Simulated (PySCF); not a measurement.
B3LYP has the VWN-RPA correlation part, as in Gaussian. Excitations are Tamm–Dancoff values on a coarser integration grid. The basis has no diffuse functions, so Rydberg states are missing or too high.

Cartesian coordinates (Å):
SMILES: Cl[SiH]1[SiH]=[SiH]1
```xyz
7

Cl     2.6908    -0.3264    -0.6293
Si     0.9489    -0.0501     0.4563
Si    -1.0254    -0.9830    -0.1551
Si    -0.8177     1.1163    -0.3563
H      1.4315     0.0361     1.8564
H     -1.8427    -2.2099    -0.3647
H     -1.3856     2.4170    -0.8072
```
Charge 0, multiplicity 1.

Estimate the S1 excitation (TDA), dipole moment and LUMO that B3LYP-D3(BJ)/def2-TZVP // PBE0-D3(BJ)/def2-TZVP run with PySCF returns for this input.


| Quantity | Result |
|---|---|
| S1 excitation (TDA) | 3.86 eV |
| dipole moment | 1.96 D |
| LUMO | -2.11 eV |
